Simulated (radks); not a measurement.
The numbers below are computed, except where a source is named.
Q: The lead ion Pb+, configuration [Hg] 6p1 (the NIST ground configuration). Level of theory: scalar-relativistic Kohn-Sham, BLYP, spin-polarised, spherical densities, finite nucleus; open shells are filled with parallel spins first (spin-orbit coupling, left out, can overturn this in heavy ions); Fermi nuclear charge, rms radius 5.5012 fm (a radial shooting solver on a logarithmic mesh with Libxc functionals). Some entries of the table are withheld. Estimate them.

orbital  occ.  eigenvalue (eV)  <r^2> (bohr^2)
1s up       1        -88089.82       0.0003574
1s down     1        -88089.81       0.0003574
2s up       1        -15763.67        0.005422
2s down     1        -15763.67        0.005422
2p up       3        -13529.10        0.004617
2p down     3        -13529.09        0.004617
3s up       1        -3789.708         0.03487
3s down     1        -3789.702         0.03487
3p up       3        -3148.622         0.03612
3p down     3        -3148.615         0.03612
3d up       5        -2492.986         0.02992
3d down     5        -2492.980         0.02992
4s up       1        -863.4909          0.1666
4s down     1        -863.4797          0.1666
4p up       3        -653.2921          0.1910
4p down     3        -653.2802          0.1910
4d up       5        -409.5246          0.2144
4d down     5        -409.5111          0.2144
5s up       1        -151.5954          0.8158
5s down     1        -151.5641          0.8158
4f up       7        -140.3759          0.2468
4f down     7        -140.3602          0.2467
5p up       3         -93.3237           1.077
5p down     3         -93.2921           1.076
5d up       5         -28.6578             (1)
5d down     5         -28.5456             (2)
6s up       1         -19.3752           5.739
6s down     1         -18.8800           5.710
6p up       1              (3)           10.30
6p down     0              (4)           10.57

A: 
(1) 5d up <r^2> (bohr^2): 1.982
(2) 5d down <r^2> (bohr^2): 1.964
(3) 6p up eigenvalue (eV): -10.1007
(4) 6p down eigenvalue (eV): -9.5607
